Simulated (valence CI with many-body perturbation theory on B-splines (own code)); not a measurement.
**Forbidden lines of La XXXIV**

Method: configuration interaction combined with many-body perturbation theory (CI+MBPT): six valence electrons over a frozen Dirac-Fock core [Ar], a basis of 7 s, 7 p, 8 d, 6 f, 4 g, 1 h functions for each j, with the one-electron correlation potential Σ1, the two-electron term Σ2, the three-electron term Σ3, Breit, model QED; selected CI, second order for the rest, scaled by the run's own slope (own B-spline code, finite nucleus).

No measured spectrum was set against this ion. As an estimate, large intervals hold to a few tenths of a per cent, small ones and those within an open d or f shell to about a per cent. Core correlation moves these levels by up to 6700 cm⁻¹, and in measured spectra 5 to 20 % of such shifts remained as error; rates that hang on mixing are uncertain with them. Among the levels kept, up to 1000 cm⁻¹ of a level comes from second order outside the variational space, and about a tenth of that is noise between levels of different J, which matters for small intervals. Only levels of the ground parity were solved; by the run's estimate the other parity begins above the list, which can be wrong where configurations are misplaced.

Lines 1 to 50 of 120 in falling wavelength, among levels below 793140 cm⁻¹, chosen from the decays that carry over 1 % of a level's rate. Wavelengths and rates use the calculated energies. Electric multipoles are in the length gauge, E1 and E2 with the static RPA response of the core. Weak lines are less certain than strong ones. Lines between different terms over intervals too small for the method are left out, as are lines whose strength nearly cancels. The highest levels of a list are the least certain. Branching is blank where the lifetime is uncertain.

Levels are named by their leading jj configuration (3d3/2^4 stands for four electrons in 3d with j = 3/2), which in mixed levels can hold well under half, so a name can repeat and another be missing. Letters in brackets count levels of one name in rising energy.

```
λ vac (nm)                      Upper                      Lower  Type   A (s⁻¹)  Branch %
     355.4  (3d3/2^3 3d5/2^3) J=1 [b]  (3d3/2^2 3d5/2^4) J=2 [a]    M1  4.72e+02          
     300.6  (3d3/2^3 3d5/2^3) J=1 [a]      (3d3/2^4 3d5/2^2) J=0    M1  8.74e+02       2.2
     247.4      (3d3/2^3 3d5/2^3) J=5  (3d3/2^3 3d5/2^3) J=4 [a]    M1  6.49e+02       5.7
     246.5      (3d3/2^4 3d5/2^2) J=2      (3d3/2^4 3d5/2^2) J=4    E2  5.75e-03     100.0
     197.0  (3d3/2^2 3d5/2^4) J=3 [b]  (3d3/2^2 3d5/2^4) J=4 [a]    M1  1.16e+03       1.6
     185.8      (3d3/2^2 3d5/2^4) J=5  (3d3/2^3 3d5/2^3) J=4 [b]    M1  2.03e+03       3.2
     179.5  (3d3/2^3 3d5/2^3) J=3 [c]  (3d3/2^2 3d5/2^4) J=2 [a]    M1  4.27e+02       1.2
     161.4  (3d3/2^3 3d5/2^3) J=4 [b]  (3d3/2^3 3d5/2^3) J=3 [b]    M1  1.21e+03       9.3
     152.0      (3d3/2^4 3d5/2^2) J=0      (3d3/2^4 3d5/2^2) J=2    E2  1.85e-01     100.0
     139.8  (3d3/2^2 3d5/2^4) J=4 [c]  (3d3/2^2 3d5/2^4) J=4 [b]    M1  1.36e+03       1.2
     139.5  (3d3/2^3 3d5/2^3) J=1 [b]  (3d3/2^3 3d5/2^3) J=2 [a]    M1  4.80e+02          
     134.2  (3d3/2^3 3d5/2^3) J=3 [a]      (3d3/2^4 3d5/2^2) J=2    M1  5.99e+03      13.5
     132.7  (3d3/2^3 3d5/2^3) J=2 [b]  (3d3/2^3 3d5/2^3) J=3 [b]    M1  3.37e+03       5.7
     131.6  (3d3/2^3 3d5/2^3) J=2 [a]  (3d3/2^3 3d5/2^3) J=1 [a]    M1  2.53e+03       5.7
     131.3  (3d3/2^3 3d5/2^3) J=3 [b]  (3d3/2^3 3d5/2^3) J=4 [a]    M1  2.94e+03       6.7
     118.8  (3d3/2^2 3d5/2^4) J=3 [a]  (3d3/2^2 3d5/2^4) J=2 [a]    M1  1.91e+03       1.8
     118.0  (3d3/2^2 3d5/2^4) J=3 [b]  (3d3/2^3 3d5/2^3) J=4 [b]    M1  6.17e+03       8.2
     106.2  (3d3/2^2 3d5/2^4) J=4 [b]  (3d3/2^2 3d5/2^4) J=4 [a]    M1  3.40e+03       5.0
     105.9  (3d3/2^3 3d5/2^3) J=3 [c]  (3d3/2^3 3d5/2^3) J=3 [b]    M1  1.56e+03       4.3
     104.6  (3d3/2^2 3d5/2^4) J=4 [b]  (3d3/2^3 3d5/2^3) J=3 [c]    M1  2.11e+03       3.1
     104.3  (3d3/2^2 3d5/2^4) J=4 [a]  (3d3/2^3 3d5/2^3) J=3 [b]    M1  1.39e+03       1.1
     102.4  (3d3/2^3 3d5/2^3) J=4 [b]      (3d3/2^3 3d5/2^3) J=5    M1  1.00e+03       7.7
     101.1      (3d3/2^2 3d5/2^4) J=1  (3d3/2^2 3d5/2^4) J=0 [b]    M1  1.66e+03       2.0
     100.9  (3d3/2^3 3d5/2^3) J=1 [a]      (3d3/2^4 3d5/2^2) J=2    M1  3.93e+04      97.8
     100.8  (3d3/2^3 3d5/2^3) J=3 [c]  (3d3/2^3 3d5/2^3) J=2 [a]    M1  3.14e+03       8.6
     99.47  (3d3/2^3 3d5/2^3) J=2 [a]  (3d3/2^3 3d5/2^3) J=3 [a]    M1  9.20e+02       2.1
     96.60  (3d3/2^2 3d5/2^4) J=2 [c]  (3d3/2^2 3d5/2^4) J=3 [b]    M1  1.69e+03       1.3
     94.94  (3d3/2^3 3d5/2^3) J=3 [b]  (3d3/2^3 3d5/2^3) J=3 [a]    M1  4.94e+03      11.3
     94.26        (3d3/2 3d5/2^5) J=2  (3d3/2^2 3d5/2^4) J=2 [c]    M1  3.29e+03       1.7
     94.04      (3d3/2^2 3d5/2^4) J=1  (3d3/2^3 3d5/2^3) J=2 [b]    M1  1.07e+04      13.1
     92.64  (3d3/2^2 3d5/2^4) J=3 [b]  (3d3/2^2 3d5/2^4) J=2 [a]    M1  1.63e+03       2.2
     91.79        (3d3/2 3d5/2^5) J=2        (3d3/2 3d5/2^5) J=1    M1  5.74e+03       2.9
     90.75      (3d3/2^2 3d5/2^4) J=1  (3d3/2^2 3d5/2^4) J=0 [a]    M1  1.16e+04      14.3
     87.09      (3d3/2^2 3d5/2^4) J=1  (3d3/2^3 3d5/2^3) J=1 [b]    M1  1.56e+04      19.2
     86.91  (3d3/2^3 3d5/2^3) J=3 [a]      (3d3/2^4 3d5/2^2) J=4    M1  3.85e+04      86.5
     83.68  (3d3/2^2 3d5/2^4) J=2 [a]  (3d3/2^3 3d5/2^3) J=1 [a]    M1  1.60e+04      15.0
     81.34  (3d3/2^2 3d5/2^4) J=3 [a]  (3d3/2^3 3d5/2^3) J=3 [b]    M1  1.44e+03       1.3
     80.78  (3d3/2^2 3d5/2^4) J=2 [b]  (3d3/2^3 3d5/2^3) J=1 [b]    M1  2.73e+03       3.0
     78.58  (3d3/2^2 3d5/2^4) J=2 [c]  (3d3/2^2 3d5/2^4) J=3 [a]    M1  6.43e+03       4.9
     78.28  (3d3/2^2 3d5/2^4) J=3 [a]  (3d3/2^3 3d5/2^3) J=2 [a]    M1  1.40e+04      13.2
     75.97  (3d3/2^2 3d5/2^4) J=4 [a]      (3d3/2^3 3d5/2^3) J=5    M1  2.28e+04      18.2
     72.42  (3d3/2^3 3d5/2^3) J=4 [b]  (3d3/2^3 3d5/2^3) J=4 [a]    M1  1.06e+04      81.8
     69.41  (3d3/2^2 3d5/2^4) J=2 [a]  (3d3/2^3 3d5/2^3) J=3 [a]    M1  8.94e+04      83.8
     69.32  (3d3/2^3 3d5/2^3) J=4 [a]      (3d3/2^4 3d5/2^2) J=4    M1  5.55e+04      99.8
     68.58  (3d3/2^2 3d5/2^4) J=4 [c]      (3d3/2^2 3d5/2^4) J=5    M1  1.36e+04      11.7
     68.18  (3d3/2^2 3d5/2^4) J=3 [b]  (3d3/2^3 3d5/2^3) J=3 [b]    M1  3.20e+04      42.8
     67.74  (3d3/2^3 3d5/2^3) J=1 [b]  (3d3/2^3 3d5/2^3) J=1 [a]    M1  9.62e+03          
     66.12      (3d3/2^2 3d5/2^4) J=5      (3d3/2^3 3d5/2^3) J=6    M1  3.87e+04      61.2
     66.02  (3d3/2^2 3d5/2^4) J=3 [b]  (3d3/2^3 3d5/2^3) J=2 [a]    M1  1.65e+04      22.0
     66.01      (3d3/2^2 3d5/2^4) J=5      (3d3/2^3 3d5/2^3) J=5    M1  1.92e+04      30.3
```
